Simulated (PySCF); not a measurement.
Computed shifts of a molecule CH9FN2Si2, PBE/pcSseg-1 in PySCF, GIAO, gas phase, atoms alike by connectivity averaged where their shifts nearly agree, in ppm (number of nuclei): ¹³C: 32.4 (1). ¹⁵N: 41.1 (1), 40.5 (1). ²⁹Si: -28.6 (1), -59.6 (1). ¹⁹F: -168.4 (1). ¹H: 5.30 (1), 5.06 (3), 2.99 (3), 0.64 (1), 0.61 (1). References: ¹³C against TMS (σ = 182.0 ppm); ¹⁵N against NH3 (σ = 267.0 ppm); ²⁹Si against TMS (σ = 335.4 ppm); ¹⁹F against CFCl3 (σ = 133.6 ppm); ¹H against TMS (σ = 31.49 ppm), references at their B3LYP-D3(BJ)/def2-TZVP geometries, non-relativistic. Coordinates come from a B3LYP-D3(BJ)/def2-SVP optimisation. Other conformers were not sampled.

Task: Identify the compound among the candidates.
(A) NC[SiH2][Si@@H](N)F
(B) N[SiH2]CN[SiH2]F
(C) C[Si@@](N)(F)N[SiH3]
(D) CN[Si@@H](F)N[SiH3]

Result: D, CN[Si@@H](F)N[SiH3]
